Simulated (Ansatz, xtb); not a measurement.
## Two isomers of C4H4F4

Structure X: `F[C@@H]1C[C@H]1C(F)(F)F`, a singlet. Structure Y: `C/C(F)=C\C(F)(F)F`, a singlet. Both are isolated molecules in the gas phase, relaxed with B3LYP-D3(BJ)/def2-SVP.

Quicker runs give these differences E(Y) − E(X): GFN2-xTB −1.6 kcal/mol; HF/STO-3G −2.3 kcal/mol (at GFN2-xTB geometries); r2SCAN-D4/def2-SVP −8.2 kcal/mol (at GFN2-xTB geometries).

**Question.** Estimate E(Y) − E(X) at the level CCSD(T)/def2-SVP + ΔMP2/def2-TZVPP.

**Answer.** Calculated at CCSD(T)/def2-SVP + ΔMP2/def2-TZVPP: E(Y) − E(X) = −9.6 kcal/mol, so structure Y lies lower.

The same difference at several levels:

```json
{"level": "GFN2-xTB", "geometry": "GFN2-xTB", "E(Y) − E(X) (kcal/mol)": "−1.6", "departure from the last row (kcal/mol)": "+8.0", "job, with rough time for the two": "optimisation, 0.18 s"}
{"level": "HF/STO-3G", "geometry": "GFN2-xTB", "E(Y) − E(X) (kcal/mol)": "−2.3", "departure from the last row (kcal/mol)": "+7.3", "job, with rough time for the two": "single point, 0.32 s"}
{"level": "r2SCAN-D4/def2-SVP", "geometry": "GFN2-xTB", "E(Y) − E(X) (kcal/mol)": "−8.2", "departure from the last row (kcal/mol)": "+1.4", "job, with rough time for the two": "single point, 3.7 s"}
{"level": "B3LYP-D3(BJ)/def2-SVP", "geometry": "B3LYP-D3(BJ)/def2-SVP", "E(Y) − E(X) (kcal/mol)": "−10.3", "departure from the last row (kcal/mol)": "−0.7", "job, with rough time for the two": "optimisation, 29 s"}
{"level": "HF/def2-SVP", "geometry": "B3LYP-D3(BJ)/def2-SVP", "E(Y) − E(X) (kcal/mol)": "−8.3", "departure from the last row (kcal/mol)": "+1.3", "job, with rough time for the two": "part of the CCSD(T) run"}
{"level": "MP2/def2-SVP", "geometry": "B3LYP-D3(BJ)/def2-SVP", "E(Y) − E(X) (kcal/mol)": "−6.5", "departure from the last row (kcal/mol)": "+3.1", "job, with rough time for the two": "part of the CCSD(T) run"}
{"level": "CCSD(T)/def2-SVP", "geometry": "B3LYP-D3(BJ)/def2-SVP", "E(Y) − E(X) (kcal/mol)": "−8.3", "departure from the last row (kcal/mol)": "+1.3", "job, with rough time for the two": "single point"}
{"level": "CCSD(T)/def2-SVP + ΔMP2/def2-TZVPP", "geometry": "B3LYP-D3(BJ)/def2-SVP", "E(Y) − E(X) (kcal/mol)": "−9.6", "departure from the last row (kcal/mol)": "", "job, with rough time for the two": "single point, 80 s"}
```

As drawn, Y has 1 C=C in place of 2 C–C. Structure X has a 3-membered ring, Y no ring.

The levels shown agree on the order. The largest departure from CCSD(T)/def2-SVP + ΔMP2/def2-TZVPP is that of GFN2-xTB, 8.0 kcal/mol. The last row adds to CCSD(T) the change of the MP2 difference between the two basis sets, here −1.3 kcal/mol.

With thermal terms from frequencies at re-optimised GFN2-xTB minima (ideal gas, soft modes damped towards free rotors, one conformer each, 298.15 K, 1 atm): on the last row, ΔE + ΔZPE = −10.5, ΔH = −10.0, ΔG = −11.3 kcal/mol.

The correlated steps freeze 8 core orbitals. Mirror images aren't counted in ΔG. Codes used: Ansatz 0.2.0, xtb 6.7.1; the last row on 4 threads of Arm Neoverse V1 on a shared host.
